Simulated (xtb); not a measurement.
H$_{3}$B, singlet, geometry from GFN2-xTB. Base run: GFN0-xTB run with xtb.

Geometry (Å):
```xyz
4

B      0.0000     0.0000     0.0000
H     -1.1359    -0.0569    -0.2501
H      0.4221    -0.5696     0.9238
H      0.7138     0.6265    -0.6737
```
Charge 0, spin multiplicity 1.
All else is at xtb's defaults.
Base energy -2.99387 Eh.

Variants of this job, named by their change:

```
change         ΔE vs base (kcal/mol)  HOMO-LUMO gap (eV)
-------------  ---------------------  ------------------
base                           0.000                6.17
file = coord                   0.000                6.17
acc = 1000                     0.000                6.17
etemp = 10000                      ?                6.17
acc = 0.1                      0.000                6.17
```

Task: Complete the blanks.

Result: 
- etemp = 10000, ΔE vs base (kcal/mol): -3.23
